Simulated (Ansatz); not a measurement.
Wavefunction ladder for H3O3SSi, SMILES `O[Si](O)(O)[S]` radical

Z-matrix (Å, degrees):
```
Si
O 1 1.635
O 1 1.627 2 115.7
O 1 1.629 2 106.9 3 117.8
S 1 2.119 2 105.5 3 -117.5
H 2 0.959 1 117.2 3 63.7
H 3 0.960 1 116.3 2 100.8
H 4 0.958 1 118.0 2 51.0
```

Total charge 0; spin multiplicity 2. Geometry: relaxed with PBE0-D4/def2-TZVP. It is one conformer, not always the lowest. Frozen core, unrestricted reference, the Gaussian-basis code of Ansatz. CBS rows extrapolate triple and quadruple zeta; past MP2 they add the triple-zeta difference.

```csv
basis,HF (Eh),MP2 corr.
def2-SVP,-912.56253,-0.74548
def2-TZVPP,-913.11383,-0.97190
def2-QZVPP,-913.14561,-1.05562
```

Problem. Estimate the CCSD correlation energy and the (T) correction in each basis where they were run (hartree).

Solution. 
```
     basis  CCSD corr.       (T)
  def2-SVP    -0.77867  -0.01643
def2-TZVPP    -1.00040  -0.03713
 CBS(def2)    -1.14614     as TZ
```
